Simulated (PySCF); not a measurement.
Excitations are Tamm–Dancoff values on a coarser integration grid. The basis has no diffuse functions, so Rydberg states are missing or too high.

Cartesian coordinates (Å):
SMILES: C[C](=O)[GeH3]
```xyz
10

C     -1.5009    -0.1316     0.1317
C     -0.2956     0.7080    -0.2163
O     -0.3752     1.8653    -0.5758
Ge     1.5371    -0.1749    -0.0438
H     -1.5434    -1.0055    -0.5382
H     -1.3963    -0.5286     1.1543
H     -2.4239     0.4566     0.0450
H      2.5783     0.7322    -0.7302
H      1.5385    -1.5865    -0.6856
H      1.8814    -0.3350     1.4590
```
Charge 0, spin multiplicity 1.

**Question.** What is the computed dipole moment, HOMO–LUMO gap, S1 excitation (TDA), total energy, T1 excitation (TDA), LUMO, S1 oscillator strength and HOMO (PBE-D3(BJ)/def2-TZVP in PySCF)?

**Answer.** 
The dipole moment comes out as 2.32 D, the HOMO–LUMO gap is 3.27 eV and the S1 excitation (TDA) is 3.56 eV. The total energy is -2231.5886 Ha. The T1 excitation (TDA) comes out as 2.89 eV and the LUMO comes out as -2.28 eV. The S1 oscillator strength is 0.002. The HOMO is -5.55 eV.
